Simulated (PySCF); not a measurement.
PySCF input for BrGe, SMILES [Br][Ge] (connectivity only; charge and spin as stated), charge +1, multiplicity 1, TDA-CAM-B3LYP/def2-TZVPD. The structure is a stationary point at B3LYP-D3(BJ)/def2-TZVP. The multiplicity is an assumed one; other spin states were not compared.

```python
import numpy as np
from pyscf import gto, scf, dft, tdscf

mol = gto.M(
    atom='''
    Ge    0.00000000    0.00000000   -1.16137442
    Br    0.00000000    0.00000000    1.06182805
    ''',
    basis='def2-TZVPD',
    charge=1,
    spin=0,
    symmetry=True,
    symmetry_subgroup='C2v',
    max_memory=1600,
    verbose=4,
)
mf = dft.RKS(mol, xc='cam-b3lyp').density_fit(auxbasis='def2-universal-jkfit')
mf.grids.level = 3
mf.conv_tol = 1e-9
mf.max_cycle = 100
mf.kernel()
mf.grids = dft.Grids(mol).set(level=1).build(with_non0tab=True)  # coarser grid for the response kernel
td = tdscf.TDA(mf)
td.singlet = True
td.nstates = 10
td.conv_tol = 1e-4
td.kernel(x0=td.get_init_guess(mf, 15))
td.analyze()
tt = tdscf.TDA(mf)
tt.singlet = False
tt.nstates = 4
tt.conv_tol = 1e-4
tt.kernel(x0=tt.get_init_guess(mf, 9))
tt.analyze(verbose=3)
```

Output:

```
PySCF version 2.14.0

[INPUT] verbose = 4
[INPUT] num. atoms = 2
[INPUT] num. electrons = 66
[INPUT] charge = 1
[INPUT] spin (= nelec alpha-beta = 2S) = 0
[INPUT] symmetry True subgroup C2v
[INPUT] Mole.unit = angstrom
[INPUT] Symbol           X                Y                Z      unit          X                Y                Z       unit  Magmom
[INPUT]  1 Ge     0.000000000000   0.000000000000  -1.161374420000 AA    0.000000000000   0.000000000000  -2.194679581876 Bohr   0.0
[INPUT]  2 Br     0.000000000000   0.000000000000   1.061828050000 AA    0.000000000000   0.000000000000   2.006564205881 Bohr   0.0

nuclear repulsion = 266.587719394896
point group symmetry = Coov, use subgroup C2v
symmetry origin: [0.00000000e+00 0.00000000e+00 8.74350897e-09]
symmetry axis x: [1. 0. 0.]
symmetry axis y: [0. 1. 0.]
symmetry axis z: [0. 0. 1.]
num. orbitals of irrep A1 = 49
num. orbitals of irrep A2 = 12
num. orbitals of irrep B1 = 25
num. orbitals of irrep B2 = 25
number of shells = 37
number of NR pGTOs = 218
number of NR cGTOs = 111
basis = def2-TZVPD
ecp = {}


[settings echo left out]
init E= -4649.781819367
HOMO (A1) = -0.323911706447638  LUMO (B2) = -0.0920960326015265  gap/eV = 6.30803
cycle= 1 E= -4651.04275598306  delta_E= -1.26  |g|= 0.794  |ddm|= 1.42
HOMO (B1) = -0.596506407838818  LUMO (B1) = -0.384381895531566  gap/eV = 5.77220
cycle= 2 E= -4650.99571309857  delta_E= 0.047  |g|= 0.987  |ddm|= 1.34
HOMO (A1) = -0.629025235189972  LUMO (B1) = -0.319197472660619  gap/eV = 8.43084
cycle= 3 E= -4651.13506457186  delta_E= -0.139  |g|= 0.163  |ddm|= 0.747
HOMO (B2) = -0.61074966575854  LUMO (B2) = -0.314917014055898  gap/eV = 8.05002
cycle= 4 E= -4651.13858121113  delta_E= -0.00352  |g|= 0.0221  |ddm|= 0.13
HOMO (B1) = -0.610885895112328  LUMO (B1) = -0.307050724767898  gap/eV = 8.26778
cycle= 5 E= -4651.13870195345  delta_E= -0.000121  |g|= 0.00528  |ddm|= 0.0359
HOMO (B1) = -0.611047645007686  LUMO (B2) = -0.307644335897288  gap/eV = 8.25602
cycle= 6 E= -4651.13871033821  delta_E= -8.38e-06  |g|= 0.00122  |ddm|= 0.00539
HOMO (B2) = -0.611023160046074  LUMO (B2) = -0.307630277668437  gap/eV = 8.25574
cycle= 7 E= -4651.13871079801  delta_E= -4.6e-07  |g|= 0.000435  |ddm|= 0.0023
HOMO (B1) = -0.610943591587701  LUMO (B2) = -0.307666340242723  gap/eV = 8.25259
cycle= 8 E= -4651.13871088174  delta_E= -8.37e-08  |g|= 9.42e-05  |ddm|= 0.000787
HOMO (B1) = -0.610965136146617  LUMO (B2) = -0.307676941103957  gap/eV = 8.25289
cycle= 9 E= -4651.13871089034  delta_E= -8.6e-09  |g|= 1.73e-05  |ddm|= 0.000294
HOMO (B1) = -0.610963448885951  LUMO (B2) = -0.307678375528256  gap/eV = 8.25281
cycle= 10 E= -4651.13871089061  delta_E= -2.66e-10  |g|= 1.17e-06  |ddm|= 6.31e-05
HOMO (B2) = -0.610963488025828  LUMO (B2) = -0.307678245504044  gap/eV = 8.25281
Extra cycle  E= -4651.13871089062  delta_E= -1e-11  |g|= 3.52e-07  |ddm|= 3.08e-06
converged SCF energy = -4651.13871089062
tot grids = 14752


******** <class 'pyscf.tdscf.rks.TDA'> for <class 'pyscf.df.df_jk.DFSymAdaptedRKS'> ********
nstates = 10 singlet
deg_eia_thresh = 1.000e-03
wfnsym = None
conv_tol = 0.0001
eigh lindep = 1e-12
eigh level_shift = 0
eigh max_cycle = 100


Excitation energies (eV)
[ 4.40568255  4.59719322  4.59720314  4.77729972  4.77729972  6.09164785
  7.83299143  7.83299143 10.02146581 10.02146581]

** Singlet excitation energies and oscillator strengths **
Excited State   1:   A2      4.40568 eV    281.42 nm  f=0.0000
      32 -> 35        0.49852
      33 -> 34       -0.49852
Excited State   2:   A2      4.59719 eV    269.70 nm  f=0.0000
      32 -> 35       -0.49880
      33 -> 34       -0.49880
Excited State   3:   A1      4.59720 eV    269.69 nm  f=0.0000
      32 -> 34        0.49880
      33 -> 35       -0.49880
Excited State   4:   B1      4.77730 eV    259.53 nm  f=0.0258
      31 -> 34       -0.70088
Excited State   5:   B2      4.77730 eV    259.53 nm  f=0.0258
      31 -> 35       -0.70088
Excited State   6:   A1      6.09165 eV    203.53 nm  f=0.0864
      31 -> 36        0.31576
      32 -> 34        0.43885
      33 -> 35        0.43885
Excited State   7:   B1      7.83299 eV    158.28 nm  f=0.0063
      32 -> 36        0.69747
Excited State   8:   B2      7.83299 eV    158.28 nm  f=0.0063
      33 -> 36        0.69747
Excited State   9:   B1     10.02147 eV    123.72 nm  f=0.1158
      32 -> 37       -0.67887
      32 -> 43        0.13650
Excited State  10:   B2     10.02147 eV    123.72 nm  f=0.1158
      33 -> 37       -0.67887
      33 -> 43        0.13650

** Transition electric dipole moments (AU) **
state          X           Y           Z        Dip. S.      Osc.
  1        -0.0000      0.0000     -0.0000      0.0000      0.0000
  2         0.0000      0.0000     -0.0000      0.0000      0.0000
  3         0.0000     -0.0000      0.0000      0.0000      0.0000
  4        -0.4692      0.0000     -0.0000      0.2201      0.0258
  5        -0.0000     -0.4692     -0.0000      0.2201      0.0258
  6         0.0000      0.0000     -0.7607      0.5786      0.0864
  7         0.1812     -0.0000     -0.0000      0.0328      0.0063
  8         0.0000      0.1812      0.0000      0.0328      0.0063
  9        -0.6866     -0.0000     -0.0000      0.4715      0.1158
 10         0.0000     -0.6866      0.0000      0.4715      0.1158

** Transition velocity dipole moments (imaginary part, AU) **
state          X           Y           Z        Dip. S.      Osc.
  1        -0.0000      0.0000     -0.0000      0.0000      0.0000
  2         0.0000      0.0000     -0.0000      0.0000      0.0000
  3         0.0000     -0.0000      0.0000      0.0000      0.0000
  4        -0.0140      0.0000     -0.0000      0.0002      0.0007
  5        -0.0000     -0.0140     -0.0000      0.0002      0.0007
  6         0.0000      0.0000      0.0605      0.0037      0.0109
  7         0.0786     -0.0000     -0.0000      0.0062      0.0143
  8         0.0000      0.0786      0.0000      0.0062      0.0143
  9        -0.2313     -0.0000     -0.0000      0.0535      0.0968
 10         0.0000     -0.2313      0.0000      0.0535      0.0968

** Transition magnetic dipole moments (imaginary part, AU) **
state          X           Y           Z
  1         0.0000     -0.0000      0.0000
  2        -0.0000     -0.0000      0.0000
  3        -0.0000     -0.0000     -0.0000
  4         0.0000     -1.5085      0.0000
  5         1.5085      0.0000     -0.0000
  6        -0.0000      0.0000     -0.0000
  7        -0.0000      0.1451      0.0000
  8        -0.1451      0.0000      0.0000
  9         0.0000      0.4425     -0.0000
 10        -0.4425      0.0000      0.0000


******** <class 'pyscf.tdscf.rks.TDA'> for <class 'pyscf.df.df_jk.DFSymAdaptedRKS'> ********
nstates = 4 triplet
deg_eia_thresh = 1.000e-03
wfnsym = None
conv_tol = 0.0001
eigh lindep = 1e-12
eigh level_shift = 0
eigh max_cycle = 100


Excitation energies (eV)
[3.62250818 3.62250818 3.94701421 4.14245568]

** Triplet excitation energies and oscillator strengths **
Excited State   1:   B2      3.62251 eV    342.26 nm  f=0.0000
Excited State   2:   B1      3.62251 eV    342.26 nm  f=0.0000
Excited State   3:   A1      3.94701 eV    314.12 nm  f=0.0000
Excited State   4:   A2      4.14246 eV    299.30 nm  f=0.0000
```

The calculation finished and met its thresholds.

Cost: about 30 core-seconds (a rough figure).
